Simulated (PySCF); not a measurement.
C₂H₆Sb, charge +1, multiplicity 1. Atoms are numbered in the order given.

```xyz
9

Sb     0.0000     0.0000     0.3982
C      1.5845     0.0096    -1.0429
H      1.6733    -1.0357    -1.4015
H      2.5374     0.3129    -0.5887
H      1.3234     0.6403    -1.9074
C     -1.5845    -0.0096    -1.0429
H     -1.3234    -0.6403    -1.9074
H     -1.6733     1.0357    -1.4015
H     -2.5374    -0.3129    -0.5887
```
Charge +1, spin multiplicity 1.

The structure is a stationary point at B3LYP-D3(BJ)/def2-SVP. The spin state was assumed, not searched. The isomer is the one that the SMILES or the coordinates give; other isomers of the formula were not compared. The def2 effective core potentials stand for the cores of Sb; spin–orbit coupling is left out.

These are B3LYP/def2-TZVPD (PySCF) values and carry that method's errors.

Symmetry labels are those of the subgroup C2 that the program uses (full group C2).

Computed valence orbital energies around the gap with their symmetry:
```json
[
 {"orbital": "HOMO−7", "symmetry": "B", "energy (eV)": "-23.92"},
 {"orbital": "HOMO−6", "symmetry": "A", "energy (eV)": "-19.97"},
 {"orbital": "HOMO−5", "symmetry": "A", "energy (eV)": "-16.72"},
 {"orbital": "HOMO−4", "symmetry": "B", "energy (eV)": "-16.62"},
 {"orbital": "HOMO−3", "symmetry": "B", "energy (eV)": "-16.28"},
 {"orbital": "HOMO−2", "symmetry": "A", "energy (eV)": "-16.18"},
 {"orbital": "HOMO−1", "symmetry": "B", "energy (eV)": "-14.07"},
 {"orbital": "HOMO", "symmetry": "A", "energy (eV)": "-12.99"},
 {"orbital": "LUMO", "symmetry": "B", "energy (eV)": "-9.82"},
 {"orbital": "LUMO+1", "symmetry": "B", "energy (eV)": "-5.59"},
 {"orbital": "LUMO+2", "symmetry": "A", "energy (eV)": "-4.76"},
 {"orbital": "LUMO+3", "symmetry": "A", "energy (eV)": "-4.03"}
]
```
